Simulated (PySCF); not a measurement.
## Two-photon absorption: SMILES C#CC=C=C(C#C)C#C, C₉H₄

Molfile (atoms numbered from 1):
```
C9H4
     RDKit          3D

 13 12  0  0  0  0  0  0  0  0999 V2000
    3.6512    0.1691   -0.0312 C   0  0  0  0  0  0  0  0  0  0  0  0
    2.6436   -0.0386   -0.6731 C   0  0  0  0  0  0  0  0  0  0  0  0
    1.4811   -0.2906   -1.4574 C   0  0  0  0  0  0  0  0  0  0  0  0
    0.2498   -0.1829   -1.0133 C   0  0  0  0  0  0  0  0  0  0  0  0
   -0.9987   -0.0771   -0.5760 C   0  0  0  0  0  0  0  0  0  0  0  0
   -1.6658   -1.2039    0.0117 C   0  0  0  0  0  0  0  0  0  0  0  0
   -2.2450   -2.1438    0.5108 C   0  0  0  0  0  0  0  0  0  0  0  0
   -1.7113    1.1644   -0.6819 C   0  0  0  0  0  0  0  0  0  0  0  0
   -2.3282    2.2041   -0.7624 C   0  0  0  0  0  0  0  0  0  0  0  0
    4.5388    0.3548    0.5447 H   0  0  0  0  0  0  0  0  0  0  0  0
    1.6349   -0.5949   -2.5035 H   0  0  0  0  0  0  0  0  0  0  0  0
   -2.7527   -2.9810    0.9525 H   0  0  0  0  0  0  0  0  0  0  0  0
   -2.8693    3.1290   -0.8366 H   0  0  0  0  0  0  0  0  0  0  0  0
  1  2  3  0
  2  3  1  0
  3  4  2  0
  4  5  2  0
  5  6  1  0
  6  7  3  0
  5  8  1  0
  8  9  3  0
  1 10  1  0
  3 11  1  0
  7 12  1  0
  9 13  1  0
M  END
```

Computed, not measured: TDDFT CAM-B3LYP/aug-cc-pVDZ excited states, vertical, gas phase in PySCF. Geometry: PBE0-D3(BJ)/def2-SVP.

(1) How strongly do the lowest singlets absorb one photon, and two photons of half the energy?

Results:

(1) δ for parallel linear polarisation; σ at the peak of a Lorentzian of half width 0.1 eV, single beam; Ω is circular over linear.
```csv
state,E (eV),f,photon λ (nm),δ (au),σ (GM),Ω,main
S1,4.64,0.000,535,<0.1,0.00,–,"HOMO→LUMO+1 0.54, HOMO−1→LUMO 0.39"
S2,4.78,0.000,519,0.22,0.00,1.50,"HOMO−1→LUMO 0.53, HOMO→LUMO+1 0.39"
S3,5.20,0.532,477,37.8,0.37,0.78,HOMO→LUMO 0.87
S4,5.48,0.000,452,<0.1,0.00,–,"HOMO−2→LUMO 0.71, HOMO−3→LUMO+1 0.17"
S5,5.52,0.000,449,0.15,0.00,1.50,"HOMO−3→LUMO+1 0.73, HOMO−2→LUMO 0.17"
S6,5.60,0.302,443,36.1,0.41,0.75,HOMO−1→LUMO+1 0.78
```

Among these, the strongest one-photon state is S3, the strongest two-photon state S6, with a dipole change of 1.3 D (relaxed, norm of the difference vector).
